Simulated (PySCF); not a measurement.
AgF, SMILES [Ag][F], multiplicity 1.

Geometry: B3LYP-D3(BJ)/def2-TZVPD. The spin state was assumed, not searched. The def2 effective core potentials stand for the cores of Ag; spin–orbit coupling is left out.

Calculation: PBE/def2-TZVPD (PySCF).

Gas-phase values at a fixed geometry.

Computed frontier levels, gap, dipole moment and polarisability:
The highest occupied level comes out as -6.60 eV and the lowest empty level is -4.25 eV. The orbital gap comes out as 2.35 eV, the dipole moment is 5.30 D and the quadrupole, principal values (traceless, Buckingham form, about the centre of nuclear charge) comes out as -4.50, 2.25, 2.25 D·Å. The mean static polarisability is 27.6 bohr³ (4.09 Å³) and the polarisability, principal values is 24.2, 24.2, 34.3 bohr³.
